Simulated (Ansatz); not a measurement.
Abridged output of a molecular run in Ansatz:

```
Functional definition: HF
  name "HF"
  cite "Fock, Z. Phys. 61, 126 (1930) doi:10.1007/BF01340294"
  parent pbe
  exchange = exact_x
  correlation = 0
1393 factors; integrals over basis functions are off by at most 8.9e-4 eV
mean field evaluation 1: about -74982.7035 eV, gradient 2.9e1 eV
mean field evaluation 2: about -74982.9711 eV, gradient 2.9e1 eV
mean field evaluation 4: about -74985.3160 eV, gradient 3.3e0 eV
mean field evaluation 8: about -74985.3851 eV, gradient 1.9e-1 eV
mean field evaluation 16: about -74985.3854 eV, gradient 2.3e-6 eV
mean field -74985.38540901 eV, -2755.6620868615 hartree, gradient 2.3e-6 eV, S^2 0.000000; 0 other end points of the search recorded, 0 dependent functions left out
20 core orbitals not correlated: weight in the atoms' cores, before any rotation towards them, 1.000 or more for the frozen orbitals, at most 0.000 for the correlated occupied ones
reference -74985.38540901 eV, -2755.6620868615 hartree; 17, 17 occupied and 196, 196 virtual orbitals, 1393 factors
second order -20.30307699 eV of doubles, -0.00000000 eV of singles
cycle   1  -20.64941703 eV  change   -3.5e-1 eV  update   1.1e-1
cycle   2  -21.28868119 eV  change   -6.4e-1 eV  update   3.5e-2
cycle   3  -21.39748500 eV  change   -1.1e-1 eV  update   1.8e-2
cycle   4  -21.38381719 eV  change    1.4e-2 eV  update   4.6e-3
cycle   5  -21.38140657 eV  change    2.4e-3 eV  update   2.0e-3
cycle   6  -21.38163800 eV  change   -2.3e-4 eV  update   6.9e-4
cycle   7  -21.38123193 eV  change    4.1e-4 eV  update   2.8e-4
cycle   8  -21.38121334 eV  change    1.9e-5 eV  update   1.2e-4
cycle   9  -21.38128366 eV  change   -7.0e-5 eV  update   5.5e-5
cycle  10  -21.38128075 eV  change    2.9e-6 eV  update   2.3e-5
perturbative correction -0.79966535 eV, -0.0293871597 hartree
Total energy: -75007.56635512 eV, -2756.4772215960 hartree
```

Its atoms:

```xyz
9

F     2.023   -1.766   -0.313
Si    1.194   -0.404   -0.456
Si   -1.079   -0.243   -0.805
Ge   -0.093    0.669    1.209
H     1.996    0.585   -1.219
H    -1.872   -1.431   -0.399
H    -1.702    0.491   -1.936
H     0.143    2.162    1.468
H    -0.610   -0.063    2.452
```

**Question.** Which basis set was used?
A. def2-SVPD
B. def2-SVP
C. def2-TZVPP
D. cc-pV(D+d)Z

**Answer.** C. It gives 233 functions.

**Question.** Write the keys of the input that set method, charge and spin (a neutral closed shell needs none for the last two).

**Answer.** 
```yaml
correlation: {method: ccsd_t}
```
